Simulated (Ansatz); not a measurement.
Isolated molecules relaxed with PBE0-D4/def2-TZVP in Ansatz; ΔE leaves out vibrations. CCSD(T)/CBS adds triple-zeta CCSD(T) − MP2 to the extrapolated MP2 energy (def2 sets, frozen cores). DFT in def2-TZVPP. For Ge outer-core shells are correlated without core-valence functions, which leaves a few kJ/mol of doubt a bond. Scalar relativity is left out up to krypton. Each species was taken in one conformer, which may not be the lowest.

`[SiH3][O][GeH2][SiH3]` + `O[SiH2]O[SiH2]F` → `O[SiH2]O[SiH2][SiH3]` + `[F][GeH2][O][SiH3]`  (redistribution)

| species | r2SCAN energy (Eh) |
| --- | --- |
| `[SiH3][O][GeH2][SiH3]` | -2736.02096 |
| `O[SiH2]O[SiH2]F` | -832.46256 |
| `O[SiH2]O[SiH2][SiH3]` | -1023.80879 |
| `[F][GeH2][O][SiH3]` | -2544.63841 |

(1) Work out ΔE.

Largest T1 diagnostic among the species: 0.012.

## Answers

(1) ΔE = (-1023.80879) + (-2544.63841) − (-2736.02096) − (-832.46256) = 0.03632 Eh = +95.4 kJ/mol. CCSD(T)/CBS gives +102.3 kJ/mol.

From PBE to PBE0 (25 % exact exchange), in def2-TZVPP and without D4, ΔE moves by +4.8 kJ/mol. The D4 term adds −3.3 kJ/mol with B3LYP and −1.9 kJ/mol with PBE0; it sums over pairs of atoms, weighted by their polarisabilities, and B3LYP, whose exchange is more repulsive, gets the larger term.

B3LYP here is the variant with VWN-RPA as its local correlation; programs differ in this.
